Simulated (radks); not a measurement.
The numbers below are computed, except where a source is named.
O0.7+, configuration [He] 2s1.3 2p4 (fractional occupations, a model configuration). Code: a radial shooting solver on a logarithmic mesh with Libxc functionals. Model: Dirac Kohn-Sham, PBEsol, spin-unpolarised, spherical densities, finite nucleus; open shells fill j = l - 1/2 first; Fermi nuclear charge, rms radius 2.6991 fm.

Unscreened Slater integrals over Kohn-Sham orbitals (cm^-1). Large and small components are both included.

\begin{tabular}{lr}
integral & value \\ \hline
F0(2p3/2,2p3/2) & 176700 \\
F2(2p3/2,2p3/2) & 79341 \\
F0(2p3/2,2p1/2) & 176830 \\
G2(2p3/2,2p1/2) & 79369 \\
F0(2p3/2,2s1/2) & 178120 \\
G1(2p3/2,2s1/2) & 108300 \\
F0(2p3/2,1s1/2) & 254910 \\
G1(2p3/2,1s1/2) & 27271 \\
F0(2p1/2,2p1/2) & 176950 \\
F0(2p1/2,2s1/2) & 178240 \\
G1(2p1/2,2s1/2) & 108340 \\
F0(2p1/2,1s1/2) & 255300 \\
G1(2p1/2,1s1/2) & 27349 \\
F0(2s1/2,2s1/2) & 180780 \\
F0(2s1/2,1s1/2) & 256880 \\
G0(2s1/2,1s1/2) & 18860 \\
F0(1s1/2,1s1/2) & 1035400 \\
\end{tabular}
